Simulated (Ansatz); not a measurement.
C4H12F6NP⁻, that is tetramethylammonium hexafluorophosphate with one electron more. Total charge -1; doublet. Geometry r2SCAN-D4/def2-SVP; atoms count from 1.

| atom | x (Å) | y (Å) | z (Å) |
| --- | --- | --- | --- |
| C1 | -2.481 | 1.106 | 0.848 |
| N2 | -1.146 | 0.515 | 0.394 |
| C3 | -1.214 | 0.169 | -1.064 |
| C4 | -0.847 | -0.724 | 1.181 |
| C5 | -0.049 | 1.514 | 0.611 |
| H6 | -3.227 | 0.297 | 0.649 |
| H7 | -2.331 | 1.330 | 1.934 |
| H8 | -2.616 | 2.015 | 0.211 |
| H9 | -1.446 | 1.119 | -1.591 |
| H10 | -0.242 | -0.251 | -1.358 |
| H11 | -2.042 | -0.564 | -1.164 |
| H12 | -0.814 | -0.408 | 2.245 |
| H13 | -1.692 | -1.418 | 0.990 |
| H14 | 0.116 | -1.125 | 0.832 |
| H15 | -0.053 | 1.738 | 1.699 |
| H16 | -0.329 | 2.407 | 0.011 |
| H17 | 0.894 | 1.060 | 0.275 |
| F18 | 1.332 | -1.993 | -1.080 |
| P19 | 2.805 | -1.262 | -0.963 |
| F20 | 2.422 | -0.797 | 0.572 |
| F21 | 2.126 | 0.132 | -1.525 |
| F22 | 3.445 | -2.642 | -0.388 |
| F23 | 4.242 | -0.510 | -0.830 |
| F24 | 3.150 | -1.708 | -2.489 |

The highest occupied level of the relaxed charge -1 doublet lies above zero (up to 1.83 eV). By energy differences it is unbound by 0.58 eV (each at its own geometry, against the charge 0 singlet, at PBE0-D4/def2-TZVP) and held by the finite basis.

Q: Estimate the Mulliken populations from the PBE0/def2-TZVP orbitals of Ansatz.

A: 
```csv
atom,charge (e),spin (α − β)
C1,0.24,-0.48
N2,-0.04,0.14
C3,-0.01,-0.28
C4,-0.01,-0.28
C5,-0.01,-0.28
H6,-0.14,0.29
H7,-0.14,0.30
H8,-0.14,0.30
H9,-0.05,0.20
H10,0.15,0.05
H11,-0.05,0.19
H12,-0.05,0.20
H13,-0.05,0.19
H14,0.15,0.05
H15,-0.05,0.20
H16,-0.05,0.20
H17,0.15,0.05
F18,-0.34,0.00
P19,1.08,-0.01
F20,-0.34,0.00
F21,-0.34,0.00
F22,-0.32,0.00
F23,-0.32,0.00
F24,-0.32,0.00
```
Mulliken values depend strongly on the basis.

Q: Where does the spin sit?

A: Summed by element: C -1.33, N 0.14, H 2.20, F 0.00, P -0.01, of 1 unpaired in all. Largest on single atoms: C1 -0.48, H7 0.30, H8 0.30.

Q: And the Mayer bond orders between heavy atoms (over 0.3)?

A: C1–N2 0.85 (1.53 Å); N2–C3 0.90 (1.50 Å); N2–C4 0.90 (1.50 Å); N2–C5 0.90 (1.50 Å); F18–P19 0.96 (1.65 Å); P19–F20 0.96 (1.65 Å); P19–F21 0.96 (1.65 Å); P19–F22 1.04 (1.63 Å); P19–F23 1.04 (1.63 Å); P19–F24 1.04 (1.63 Å).
